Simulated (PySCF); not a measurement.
Gas-phase thermal properties of GaH3

Energies from PySCF (xtb for GFN2), thermal terms from the rigid-rotor harmonic-oscillator model, ideal gas at 1 bar. 6-31G* has spherical d functions here. All species are closed-shell singlets. B3LYP is the form with VWN-RPA correlation. Ga: all electrons, no relativistic terms. GaH3: computed as isolated molecules; such fragments, hydroxides, amides, oligomers or adducts are transient or little studied in the gas. The harmonic model lacks anharmonicity and excited electronic states, which grow with temperature; levels with a mode under 35 cm⁻¹ are left out.

```
level           point group  σ  ZPE (kJ/mol)  S°298 (J/mol/K)  Cp298 (J/mol/K)  S°1000 (J/mol/K)  H1000 − H298 (kJ/mol)
--------------  -----------  -  ------------  ---------------  ---------------  ----------------  ---------------------
B3LYP/6-31G*            D3h  6          47.9            218.7             43.0             286.3                   41.1
GFN2-xTB                D3h  6          40.6            220.9             46.4             293.0                   43.7
HF/6-31G*               D3h  6          50.4            217.9             41.6             284.0                   40.3
PBE/def2-SVP            D3h  6          47.3            219.0             43.4             287.1                   41.4
PBE0/def2-TZVP          D3h  6          48.9            218.4             42.7             285.6                   40.9
```
σ: rotational symmetry number. Electronic degeneracy used: 1. Frequencies are unscaled.
